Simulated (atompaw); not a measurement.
## Plane-wave convergence, PAW (atompaw) potential for As

* Element: arsenic (As)
* Generator: atompaw 4.2.0.5
* Type: PAW
* Functional: PBEsol
* Relativity: scalar-relativistic
* Frozen core: [Ne]
* Valence charge: 23
* Reference configuration: 3s2 3p6 3d10 4s2 4p1 (charge +2)
* Partial waves: 3s (bound): rc 0.75 bohr; 4s (bound): rc 1.15 bohr; 3p (bound): rc 0.65 bohr; 4p (bound): rc 1.15 bohr; 3d (bound): rc 1.15 bohr; 3d channel at -4.2 Ry: rc 1.15 bohr
* Local potential: ultrasoft scheme with l = 3 at -0.5 Ry, radius 0.80 bohr
* Core correction: smooth core density matched at 0.70 bohr
* Augmentation charge: besselshape compensation charge, radius 1.00 bohr; PAW radius 1.15 bohr; waves and projectors: custom rrkj gramschmidtortho

The pseudo-atom Hamiltonian at the reference potential is diagonalised in spherical Bessel functions j_l(qr) that vanish at 20 bohr, with q² up to the cutoff. All-electron valence levels (Ry): 3s -15.5295, 4s -2.4615, 3p -11.3809, 4p -1.6682, 3d -4.5537.

How do the lowest levels (Ry) of each channel move with the cutoff, and are there ghosts?

```
cutoff (Ry)      s #1     s #2     s #3      p #1     p #2     p #3     d #1     d #2     f #1     f #2  Σ f·Δε (mRy)
          8  -12.5973  -1.6960  -0.5937   -5.7871  -0.9589  -0.3940  -0.9017  -0.3699  -0.2961  -0.1684       78186.2
         25  -15.1206  -2.1417  -0.7022   -9.9310  -1.2840  -0.4811  -2.0163  -0.5573  -0.2969  -0.1691       35913.1
         50  -15.4665  -2.3951  -0.7607  -10.4391  -1.3775  -0.5051  -4.3777  -0.7102  -0.2970  -0.1692        7958.2
        100  -15.5282  -2.4604  -0.7740  -11.2526  -1.6639  -0.5745  -4.5525  -0.7246  -0.2970  -0.1692         789.4
        180  -15.5293  -2.4613  -0.7744  -11.3777  -1.6680  -0.5755  -4.5537  -0.7246  -0.2970  -0.1692          18.6
        400  -15.5296  -2.4614  -0.7744  -11.3804  -1.6683  -0.5756  -4.5538  -0.7246  -0.2970  -0.1692           0.0
```

Result: no extra level below or beside the all-electron valence levels (s, p, d, f tested); 10 mRy is reached at 200 Ry and 1 mRy at over 300 Ry.
